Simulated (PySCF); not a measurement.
C3H7AlO2.

```xyz
13

Al     0.0898     0.0139     0.9164
C      0.2177    -1.1048    -0.6906
C     -0.5170    -0.4684    -1.8268
C      0.0069     0.3289    -2.7682
H     -0.1628    -2.1139    -0.4614
H      1.2944    -1.2070    -0.9187
H     -1.6015    -0.6444    -1.8494
H      1.0809     0.5434    -2.8048
H     -0.6160     0.7817    -3.5437
O     -0.1748     1.6974     0.8134
H     -0.3054     2.1321    -0.0357
O      0.2589    -0.6967     2.4530
H      0.2245    -0.2115     3.2826
```
Charge 0, spin multiplicity 1.

Geometry optimised at B3LYP-D3(BJ)/def2-SVP. The values are those of a single conformer.

The numbers are results of PBE/pcSseg-1 (PySCF), not measurements. Non-relativistic, no solvent.

Computed absolute GIAO shielding of each atom: isotropic value and principal components (ppm):
```
atom  σ(iso)    σ11    σ22    σ33   span
----  ------  -----  -----  -----  -----
Al1    414.3  372.5  414.6  455.6   83.1
C2     162.9  136.3  157.4  194.9   58.6
C3      35.0  -83.4   34.6  153.6  237.0
C4      65.9  -41.0   89.5  149.2  190.2
H5      29.7   25.8   28.1   35.0    9.2
H6      29.5   26.4   28.5   33.7    7.3
H7      25.1   22.9   24.6   27.7    4.8
H8      26.1   22.8   25.7   29.8    7.0
H9      26.3   23.2   25.6   30.0    6.8
O10    277.0  190.7  314.2  326.3  135.6
H11     28.4   20.4   25.7   39.1   18.8
O12    301.6  247.3  303.8  353.9  106.6
H13     29.4   21.9   23.1   43.4   21.5
```
